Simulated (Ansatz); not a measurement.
AgF, closed-shell singlet (the spin of the measured ground state), most abundant isotopes (106.9051 and 18.9984 u). Constants from fifth-degree fits in 1/R to seven points on the lowest solution found; no spin–orbit coupling, no relativity up to Kr; ω_e x_e and α_e move by some per cent with the fit.

Correlated levels freeze the inner cores; with def2 sets outer-core shells near the valence are correlated too.

Programs: Ansatz (Gaussian basis) for Hartree–Fock, density functionals and correlated methods. Values without a source in brackets are computed. In def2 rows elements past Kr take small-core potentials, without spin–orbit coupling.

Total energies (hartree; each atom in its lowest state at that level) and vibrational constants (cm⁻¹):

```
level               E(AgF) at r_e        E(Ag)        E(F)  ω_e  ω_e x_e
------------------  -------------  -----------  ----------  ---  -------
PBE/def2-TZVPP        -246.784266  -146.983411  -99.669123  487      2.8
B3LYP/def2-TZVPP      -246.918857  -147.029008  -99.770147  496      2.7
wB97M-V/def2-TZVPP    -246.774516  -146.898773  -99.745271  509      2.5
CCSD(T)/def2-QZVPP    -246.620464  -146.844454  -99.651180  514      2.5
```

Problem. Work out D_e and D₀ in eV.

Solution. 
D_e = E(Ag) + E(F) − E(molecule), times 27.2114 eV; D₀ = D_e − (ω_e/2 − ω_e x_e/4)/8065.54.
- PBE/def2-TZVPP: D_e = 3.585, zero point 0.030, D₀ = 3.555 eV
- B3LYP/def2-TZVPP: D_e = 3.257, zero point 0.031, D₀ = 3.227 eV
- wB97M-V/def2-TZVPP: D_e = 3.550, zero point 0.031, D₀ = 3.519 eV
- CCSD(T)/def2-QZVPP: D_e = 3.397, zero point 0.032, D₀ = 3.365 eV
No counterpoise correction is made.

Ansatz is a first-principles code.
